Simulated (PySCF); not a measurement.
# A computed series [M(NH2)2]+

Computed with PySCF 2.14.0, PBE0, def2-SVP on the ligands, density fitting, scalar-relativistic core potentials, no spin-orbit coupling, vacuum. Each member is relaxed from one template within its symmetry. Distances are means of the shortest metal–ligand contacts, charges and spins Mulliken's; removal energies are rigid, with the ligand's formal charge and no counterpoise, so too large; for an anion taken off a cation in vacuum most of it is the attraction of opposite charges, and multiply charged cations can part far more cheaply with an electron moved from ligand to metal. lcecp potentials hold a fixed number of 4f electrons in the core, out of states, spins and gaps.

| metal | basis on the metal | point group | M–NH2 (Å) | charge on M (e) | removal of one NH2 (eV) | strongest infrared band, degenerate modes summed (cm⁻¹) | unstable modes (below −25 cm⁻¹) |
| --- | --- | --- | --- | --- | --- | --- | --- |
| Y | def2-SVP with ECP28 | nearly C2v | 2.051 | 1.15 | 17.23 | 623 | 0 |
| Pm | lcecp-1-SVP with ECP50 | C2v | 2.128 | 1.23 | 16.70 | 630 | 0 |

Problem. Order these by the M–NH2 distance, lowest first.
A. Yb, lcecp-1-SVP with ECP59
B. Gd, lcecp-1-SVP with ECP53
C. Ho, lcecp-1-SVP with ECP56
D. Ce, lcecp-1-SVP with ECP47
E. Tl, def2-SVP with ECP60

Solution. E (2.019), A (2.030), C (2.059), B (2.093), D (2.171).

Problem. What else do they give?

Solution. 
```
metal      basis on the metal  point group  M–NH2 (Å)  charge on M (e)  removal of one NH2 (eV)  strongest infrared band, degenerate modes summed (cm⁻¹)  unstable modes (below −25 cm⁻¹)
   Ce  lcecp-1-SVP with ECP47          C2v      2.171             1.29                    16.39                                                      630                                0
   Gd  lcecp-1-SVP with ECP53          C2v      2.093             1.22                    16.96                                                      633                                0
   Ho  lcecp-1-SVP with ECP56          C2v      2.059             1.20                    17.24                                                      628                                0
   Yb  lcecp-1-SVP with ECP59          C2v      2.030             1.19                    17.51                                                      626                                0
   Tl     def2-SVP with ECP60           C2      2.019             0.82                    19.89                                                     3502                                0
```

From Ce to Yb the M–NH2 distance shrinks by 0.14 Å, the lanthanide contraction, and the energy to remove one NH2 rises by 1.12 eV.

Moved off a saddle point of the template and relaxed again: Y, Ce, Pm, Gd, Ho, Yb, Tl. One start shape was tried for each, so a minimum needn't be the lowest isomer.
